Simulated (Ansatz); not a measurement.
`[GaH2][CH2]N1C[SiH2]1`. Charge 0, multiplicity 1.

Cartesian coordinates in Å:
```
Ga 0.656 1.994 -0.468
C -0.933 0.785 -0.440
N -0.740 -0.571 -0.001
C -0.074 -0.912 1.265
Si 0.287 -1.907 -0.235
H 2.114 1.438 -0.252
H 0.460 3.526 -0.780
H -1.726 1.260 0.153
H -1.321 0.775 -1.467
H -0.727 -1.222 2.081
H 0.717 -0.225 1.593
H 1.623 -1.740 -0.859
H -0.337 -3.201 -0.591
```

Problem. List the harmonic frequencies (cm⁻¹, unscaled) at PBE0-D4/def2-TZVP in Ansatz. (An estimate is asked.)

Solution. Computed: 65, 104, 126, 210, 297, 403, 462, 510, 583, 624, 630, 690, 725, 748, 753, 814, 903, 991, 1072, 1099, 1218, 1251, 1307, 1433, 1467, 1938, 1945, 2230, 2250, 3003, 3018, 3047, 3123.

Problem. Is this a minimum?

Solution. Yes, all 33 modes are real.

Problem. Give the ideal-gas thermochemistry at 298.15 K and 1 bar (rigid rotor, harmonic oscillator; point group C1, symmetry number 1).

Solution. Zero-point energy 233.5 kJ/mol; H(298) − E = 256.8 kJ/mol; entropy 370.3 J/(mol·K), of which translation 170.8, rotation 117.6, vibration 81.9; G(298) − E = 146.4 kJ/mol. Modes under 100 cm⁻¹ are hindered rotations or soft bends, so the harmonic entropy is rough.

Problem. Rotational constants (cm⁻¹)?

Solution. 0.2089, 0.03798, 0.03668.
